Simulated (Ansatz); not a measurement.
Isolated molecules relaxed with PBE0-D4/def2-TZVP in Ansatz; ΔE leaves out vibrations. CBS: MP2 limit from def2 TZ/QZ plus the TZ coupled-cluster correction, frozen cores. Functionals use def2-TZVPP. HSE06 is defined as in plane-wave codes. One conformer a species, not always the lowest.

`COCC[SiH3]` → `CO[SiH](C)C`  (isomerisation)

`COCC[SiH3]`:

Z-matrix (Å, degrees):
```
C
O 1 1.400
H 1 1.090 2 107.6
H 1 1.099 2 111.6 3 -119.4
H 1 1.099 2 111.6 3 119.4
C 2 1.406 1 112.3 3 179.9
C 6 1.510 2 109.2 1 -180.0
H 6 1.102 2 109.8 1 58.6
H 6 1.102 2 109.8 1 -58.6
Si 7 1.877 6 113.8 2 179.9
H 7 1.095 6 109.4 2 -58.4
H 7 1.095 6 109.4 2 58.2
H 10 1.489 7 110.7 6 -59.9
H 10 1.487 7 110.0 6 -180.0
H 10 1.489 7 110.7 6 60.0
```

`CO[SiH](C)C`:

```xyz
15

C     0.754   -0.697   -2.063
O     0.559    0.337   -1.133
Si   -0.476    0.211    0.146
C    -0.506    1.882    0.958
C     0.066   -1.129    1.328
H    -0.197   -1.063   -2.470
H     1.353   -0.311   -2.891
H     1.289   -1.545   -1.620
H    -1.832   -0.148   -0.375
H     0.487    2.149    1.329
H    -1.198    1.890    1.803
H    -0.822    2.652    0.251
H     1.060   -0.918    1.732
H    -0.632   -1.203    2.167
H     0.097   -2.106    0.840
```

```
             level  ΔE (eV)  difference from CCSD(T)/CBS
       LDA (SPW92)    -2.08                         0.19
            PBE-D4    -2.13                         0.14
          HSE06-D4    -2.19                         0.08
          BHLYP-D4    -2.29                        -0.02
           ωB97X-V    -2.19                         0.08
           ωB97M-V    -2.27                         0.00
            B2PLYP    -2.26                         0.01
           r2SCAN0    -2.29                        -0.02
             HSE06    -2.17                         0.10
             BHLYP    -2.26                         0.01
     CCSD/def2-SVP    -1.89                         0.38
  CCSD(T)/def2-SVP    -1.87                         0.40
   CCSD/def2-TZVPP    -2.23                         0.04
CCSD(T)/def2-TZVPP    -2.22                         0.05
    MP2/def2-QZVPP    -2.35                        -0.08
      HF/CBS(def2)    -2.25                         0.02
       CCSD(T)/CBS    -2.27                            0
```

What do rigid-rotor, harmonic-oscillator terms from PBE0-D4/def2-TZVP frequencies (298.15 K, 1 bar) make of the CCSD(T)/CBS value? (An estimate is asked.)

The calculation gave: ΔZPE = +0.04 eV, ΔH = -2.21 eV, ΔS = 16 J/(mol·K), ΔG = -2.25 eV.

Largest T1 diagnostic among the species: 0.010.

At CCSD(T), def2-SVP lies +0.40 eV from the extrapolated value and def2-TZVPP +0.05 eV. From PBE to PBE0 (25 % exact exchange), in def2-TZVPP and without D4, ΔE moves by −0.06 eV.

CCSD(T)/CBS has its own doubt, a few kJ/mol and more with outer-core shells, so smaller differences from it don't rank the levels.
